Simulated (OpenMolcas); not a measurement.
Ta3+ with its 8 nearest fluoride ions at 2.232 Å, on the Ca site of CaF2 (a = 5.46294 Å, distance in the model lattice 2.366 Å). The rest of the host is ab initio model potentials to 7.6 Å and point charges beyond; the distance is set by hand and nothing relaxes, and no local charge compensation is placed. Ligand basis ANO-RCC-VDZP.
```
Ta    0.0000    0.0000    0.0000
F     1.2886    1.2886    1.2886
F     1.2886    1.2886   -1.2886
F     1.2886   -1.2886    1.2886
F     1.2886   -1.2886   -1.2886
F    -1.2886    1.2886    1.2886
F    -1.2886    1.2886   -1.2886
F    -1.2886   -1.2886    1.2886
F    -1.2886   -1.2886   -1.2886
```

```yaml
Program: OpenMolcas 26.06
Method: CASSCF
Basis: ANO-RCC-VDZP [7s6p4d2f1g]
Scalar_Hamiltonian: DKH2, point nucleus
Active_space: 2 electrons in 5 orbitals (5d)
State_averaging: 2S+1 = 3 even, 10 roots; 2S+1 = 1 even, 15 roots
Spin-orbit_coupling: RASSI with atomic mean-field integrals over the reference wave functions
```

What is the spin-free ground state (labels of O, the rotations of Oh)?

3A2, 1-fold in its orbital part; it has the highest spin that d2 allows.

Where is the first state of the same spin?

3T2 at 19900 cm-1 above the ground state.

What are the lowest two levels with spin-orbit coupling?

A 3-fold level T2, then a 2-fold level E 9614 cm-1 above it. Their leading multiplicities are 3 (99 %) and 1 (88 %).

What is χT at 300 K, and how does it compare with the textbook value?

The lowest level has 2S+1 = 3, for which the spin-only value is χT = S(S+1) / 2 = 1.000 cm3 K/mol (g = 2). The computed 0.624 at 300 K differs by -0.376, through orbital momentum, spin-orbit coupling and any other state in reach.

Which ligand-field parameters describe the states?

A least-squares ligand-field fit to the states below 45000 cm-1, each weighted by its degeneracy and with a free common offset, gives 10Dq = -19788 cm-1 (negative for this site), B = 663 cm-1 and C = 2532 cm-1 (C/B = 3.82), with an rms deviation of 56 cm-1. The same method and metal basis give the free ion B = 691 cm-1 (fit to its terms below 60000 cm-1, rms deviation 26 cm-1), so the nephelauxetic ratio is β = 663 / 691 = 0.96; it hangs on how both fits weigh the states, and computed free-ion B values tend to be too large, so β mixes covalency with correlation.

Without dynamic correlation the repulsion within the d shell is too large (B by tens of per cent), so at a given field states of lower spin stand too high. With metal d orbitals alone the field can be off either way by tens of per cent. Ligand-to-metal charge-transfer states are missing. With no ligand orbital active B as a rule stays too high, so bands that hang on it stand too high and its fall with covalency is understated. No measured value stands beside these numbers; the geometry was set by hand and not optimised.
